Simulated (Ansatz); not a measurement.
`F[C@H]1C[Si@@H]1Br` → Br• + 2 C• + F• + 4 H• + Si•  (atomization)

Program: Ansatz. Geometries: PBE0-D4/def2-TZVP. ΔE: electronic, gas phase. CCSD(T)/CBS is the MP2 limit (def2-TZVPP, def2-QZVPP) plus CCSD(T) − MP2 in def2-TZVPP, frozen cores. This one scheme is used for every species, atoms too. DFT in def2-TZVPP. Open shells (•) are unrestricted, without spin–orbit coupling. Spin–orbit coupling would lower the free atoms: a little for C, F, Si; clearly for Br. For Br outer-core shells are correlated without core-valence functions, so the limit isn't a true one: a few kJ/mol of doubt a bond, and 10 to 20 or more in all where bonds break to atoms. Scalar relativity is left out up to krypton.

```
             level  ΔE (kcal/mol)
         r2SCAN-D4          775.7
           PBE0-D4          775.3
           ωB97M-V          771.4
            B2PLYP          758.2
            r2SCAN          774.5
CCSD(T)/def2-TZVPP          747.1
    MP2/def2-QZVPP          779.3
      HF/CBS(def2)          553.3
```

Task: What does CCSD(T)/CBS give? (Estimate.)

Result: The calculation gave: +770.1 kcal/mol. The listed levels differ from it by 5.6, 5.2, 1.3, -11.9, 4.4, -23.0, 9.2, -216.8 kcal/mol.

Largest T1 diagnostic among the species: 0.012.

From PBE to PBE0 (25 % exact exchange), in def2-TZVPP and without D4, ΔE moves by −14.5 kcal/mol: exact exchange takes away binding that semilocal exchange gives to molecules. In def2-TZVPP, CCSD(T) changes the Hartree–Fock value by +194.9 kcal/mol (the triples alone add +13.7 kcal/mol) and MP2 by +213.6 kcal/mol; breaking electron pairs costs correlation energy, which Hartree–Fock lacks. The D4 term adds +7.9 kcal/mol with B3LYP and +4.1 kcal/mol with PBE0; it sums over pairs of atoms, weighted by their polarisabilities, and B3LYP, whose exchange is more repulsive, gets the larger term.

B3LYP here is the variant with VWN-RPA as its local correlation; programs differ in this.

For atomizations the MP2-based limit and the directly extrapolated one differ by several kJ/mol either way, and by 10 to 25 for some Ge, Se and Sn compounds, so smaller differences from it don't rank the levels.
